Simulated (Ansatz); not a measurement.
Geometry optimisation, RKS B3LYP-D4/6-31G* (Ansatz).

Input:

```yaml
crystal:
  periodic: [false, false, false]
  atoms:
    - { symbol: B, position_ang: [0.0, 0.0, 0.0] }
    - { symbol: Cl, position_ang: [0.0, 0.0, 2.21] }
    - { symbol: O, position_ang: [1.2211, 0.0, -0.705] }
    - { symbol: H, position_ang: [1.5209, -0.9519, -0.8599] }
    - { symbol: O, position_ang: [-1.2211, 0.0, -0.705] }
    - { symbol: H, position_ang: [-1.7308, -0.8467, -0.4965] }
    - { symbol: O, position_ang: [0.0766, 1.621, 0.5392] }
    - { symbol: Al, position_ang: [0.7098, 2.1426, 2.1189] }
    - { symbol: H, position_ang: [1.2046, 1.0815, 3.1499] }
    - { symbol: H, position_ang: [0.7698, 3.6608, 2.4724] }
    - { symbol: H, position_ang: [0.0569, 1.2024, 1.6085] }
basis:
  gaussian: { orbitals: "6-31G*" }
hamiltonian:
  xc: b3lyp
  dispersion: d4
relax:
  f_tol: 0.15
  max_steps: 25
  restrain:
    - { distance: [0, 6], at: 2.61, k: 30.0 }
    - { distance: [10, 1], at: 2.57, k: 30.0 }
    - { distance: [0, 1], at: 1.86, k: 30.0 }
    - { distance: [10, 6], at: 1.01, k: 30.0 }
```

Command:

```bash
$ ansatz run input.yaml --threads 4 --pin off --max-ram 5120MiB --backend cpu --events-out ev --progress --plain --runs-dir out
```

**Question.** Where does it end, and by what steps?

**Answer.** The forces met the threshold. The restraints hold the end off the free minimum. After 23 steps the energy has fallen by 9.563 eV (the restraints' own energy left out); Cl2 moved furthest, 1.97 Å. The start is strongly strained (largest force component 10 eV/Å), so its close contacts needn't be bonds. Parted: B1–O7 (1.71 → 2.60 Å), Cl2–Al8 (2.26 → 3.87 Å), Cl2–H11 (1.35 → 2.58 Å), Al8–H11 (1.25 → 2.35 Å). Joined: O3–Al8 (3.58 → 2.15 Å).

```csv
step,energy less start (eV),largest force component (eV/Å),accepted
0,0.0000,9.635,yes
1,-2.4293,6.597,yes
2,-3.8118,4.950,yes
3,-4.8326,4.587,yes
4,-6.0613,2.987,yes
5,-7.1997,2.528,yes
6,-7.9182,2.089,yes
7,-8.2525,2.322,yes
8,-8.3905,1.672,yes
9,-8.5028,1.688,yes
10,-8.7222,0.948,yes
11,-8.8567,1.245,yes
12,-8.9503,0.843,yes
13,-9.0114,0.768,yes
14,-9.0892,0.656,yes
15,-9.1402,0.621,yes
16,-9.1901,0.730,yes
17,-9.2812,0.870,yes
18,-9.4001,0.859,yes
19,-9.5041,0.864,yes
20,-9.5386,0.975,yes
21,-9.5548,1.038,yes
22,-9.5595,0.972,yes
23,-9.5635,0.918,yes
```

```xyz
11
Properties=species:S:1:pos:R:3
B -0.032 -0.119 0.001
Cl -0.561 -1.508 1.080
O 1.240 0.425 0.223
H 1.816 -0.178 0.724
O -0.741 0.311 -1.044
H -1.649 -0.023 -1.054
O -0.732 1.530 1.887
Al 0.938 2.012 1.640
H 2.037 1.406 2.634
H 1.143 3.363 0.848
H -0.851 0.693 2.394
```

Time of the run: 48 s on 4 threads of Arm Neoverse V2, on a shared host, peak memory 0.26 GiB.
